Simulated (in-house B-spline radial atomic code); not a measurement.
Results of a calculation; reference values are marked as such.
**Weak and strong correlation along the adiabatic connection**

Two-electron singlets in several external potentials (atomic units), by full CI in B-splines with partial waves to l = 8 (correlation energies up to 0.6 % small). The repulsion is scaled by λ at fixed density; W(λ) is the mean repulsion less the Hartree energy, W(0) = E_x, and the area under W from 0 to 1 is E_xc.

One system gave this curve:

| λ | W (hartree) |
| --- | --- |
| 0 | -0.62081 |
| 0.02 | -0.62285 |
| 0.05 | -0.62586 |
| 0.12 | -0.63262 |
| 0.25 | -0.64428 |
| 0.4 | -0.65644 |
| 0.6 | -0.67081 |
| 0.8 | -0.6834 |
| 1 | -0.6945 |
| 1.4 | -0.71317 |
| 2 | -0.73466 |
| 3 | -0.75964 |
| 4.5 | -0.78339 |

Problem. Which system is it?
A. −Z/r, Z = 13
B. −Z exp(−kr)/r, Z = 1.38, k = 0.123
C. −Z/r, Z = 1.8
D. −Z/r, Z = 3.19, wall at 1.71 bohr

Solution. B. The exchange energy sets the size: −Z exp(−kr)/r, Z = 1.38, k = 0.123: E_x = -0.621, E_c = -0.041; −Z/r, Z = 13: E_x = -7.9, E_c = -0.0457; −Z/r, Z = 3.19, wall at 1.71 bohr: E_x = -1.85, E_c = -0.0431; −Z/r, Z = 1.8: E_x = -0.899, E_c = -0.0416 hartree.
